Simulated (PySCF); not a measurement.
## Cd²⁺ (cadmium, charge +2) across methods

[Kr] 4d9 5s1, high-spin 3D determinant (an excited configuration). Calculation: PySCF 2.14, in aug-cc-pVTZ-PP with one added diffuse shell each of s, p, d, f, g type with ECP28MDF (7s7p6d4f3g, 113 functions); a scalar-relativistic core potential.

```json
{"method": "MN15", "E (hartree)": "-166.0593", "mean ε 4d α (eV)": "-38.132", "mean ε 4d β (eV)": "-37.120", "mean ε 5s α (eV)": "-25.347", "Σ⟨r²⟩ (bohr²)": "30.53", "⟨S²⟩": "2.001"}
{"method": "LDA", "E (hartree)": "-166.0987", "mean ε 4d α (eV)": "-35.278", "mean ε 4d β (eV)": "-34.133", "mean ε 5s α (eV)": "-24.169", "Σ⟨r²⟩ (bohr²)": "30.37", "⟨S²⟩": "2.000"}
{"method": "r2SCAN", "E (hartree)": "-166.4738", "mean ε 4d α (eV)": "-35.682", "mean ε 4d β (eV)": "-34.363", "mean ε 5s α (eV)": "-24.030", "Σ⟨r²⟩ (bohr²)": "30.15", "⟨S²⟩": "2.001"}
{"method": "CAM-B3LYP", "E (hartree)": "-166.3893", "mean ε 4d α (eV)": "-38.947", "mean ε 4d β (eV)": "-37.827", "mean ε 5s α (eV)": "-26.014", "Σ⟨r²⟩ (bohr²)": "30.33", "⟨S²⟩": "2.000"}
{"method": "PBE", "E (hartree)": "-166.4207", "mean ε 4d α (eV)": "-35.116", "mean ε 4d β (eV)": "-33.974", "mean ε 5s α (eV)": "-23.784", "Σ⟨r²⟩ (bohr²)": "30.32", "⟨S²⟩": "2.001"}
{"method": "UHF", "E (hartree)": "-165.63879", "mean ε 4d α (eV)": "-43.738", "mean ε 4d β (eV)": "-42.247", "mean ε 5s α (eV)": "-26.279", "Σ⟨r²⟩ (bohr²)": "30.41", "⟨S²⟩": "2.002"}
{"method": "PBE0", "E (hartree)": "-166.4200", "mean ε 4d α (eV)": "-37.533", "mean ε 4d β (eV)": "-36.316", "mean ε 5s α (eV)": "-24.578", "Σ⟨r²⟩ (bohr²)": "30.25", "⟨S²⟩": "2.001"}
{"method": "wB97M-V", "E (hartree)": "-166.3625", "mean ε 4d α (eV)": "-40.024", "mean ε 4d β (eV)": "-38.894", "mean ε 5s α (eV)": "-26.530", "Σ⟨r²⟩ (bohr²)": "30.29", "⟨S²⟩": "2.001"}
```

Energies and moments cover only the electrons outside the core potential.
